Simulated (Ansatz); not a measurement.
Reactions of CH7GeNO, SMILES `[NH2][GeH2][CH2]O`.

Program: Ansatz. Geometries: PBE0-D4/def2-TZVP. ΔE: electronic, gas phase. CCSD(T)/CBS is the MP2 limit (def2-TZVPP, def2-QZVPP) plus CCSD(T) − MP2 in def2-TZVPP, frozen cores. This one scheme is used for every species. DFT in def2-TZVPP. B3LYP here is the variant with VWN-RPA as its local correlation; programs differ in this. For Ge outer-core shells are correlated without core-valence functions, which leaves a few kJ/mol of doubt a bond. Scalar relativity is left out up to krypton. Each species was taken in one conformer, which may not be the lowest.

```json
{"reaction": "`[NH2][GeH2][CH2]O` + `N[SiH3]` → `N[SiH2][CH2][GeH2][NH2]` + H₂O", "CCSD(T)/CBS(def2) (kJ/mol)": "-126"}
{"reaction": "`[NH2][GeH2][CH2]O` + `N=CF` → `OC/N=C\\F` + `[NH2][GeH3]`", "CCSD(T)/CBS(def2) (kJ/mol)": "?"}
{"reaction": "`[NH2][GeH2][CH2]O` + H₂ → `[NH2][GeH3]` + CH₃OH", "CCSD(T)/CBS(def2) (kJ/mol)": "-30"}
{"reaction": "`[NH2][GeH2][CH2]O` + `N=C=O` → `O=C=NCO` + `[NH2][GeH3]`", "CCSD(T)/CBS(def2) (kJ/mol)": "33"}
{"reaction": "`[NH2][GeH2][CH2]O` + H–F → `[NH2][GeH2][F]` + CH₃OH", "CCSD(T)/CBS(def2) (kJ/mol)": "-88"}
{"reaction": "`[NH2][GeH2][CH2]O` + `OBF` → `[NH2][GeH2][O]BF` + CH₃OH", "CCSD(T)/CBS(def2) (kJ/mol)": "-60"}
{"reaction": "`[NH2][GeH2][CH2]O` + `[NH2][GeH2][NH2]` → `[NH2][GeH2][NH][GeH2][NH2]` + CH₃OH", "CCSD(T)/CBS(def2) (kJ/mol)": "?"}
{"reaction": "`[NH2][GeH2][CH2]O` + H–F → `[NH2][GeH2][CH2]F` + H₂O", "CCSD(T)/CBS(def2) (kJ/mol)": "11"}
{"reaction": "`[NH2][GeH2][CH2]O` + `OBO` → `[NH2][GeH2][B](O)O` + CH₃OH", "CCSD(T)/CBS(def2) (kJ/mol)": "?"}
```

**Question.** Fill in the missing values. (An estimate is asked.)

**Answer.** Computed: `[NH2][GeH2][CH2]O` + `N=CF` → `OC/N=C\F` + `[NH2][GeH3]`: +24.5 kJ/mol; `[NH2][GeH2][CH2]O` + `[NH2][GeH2][NH2]` → `[NH2][GeH2][NH][GeH2][NH2]` + CH₃OH: -43.2 kJ/mol; `[NH2][GeH2][CH2]O` + `OBO` → `[NH2][GeH2][B](O)O` + CH₃OH: +4.8 kJ/mol.

Largest T1 diagnostic: 0.018, for `N=C=O`.
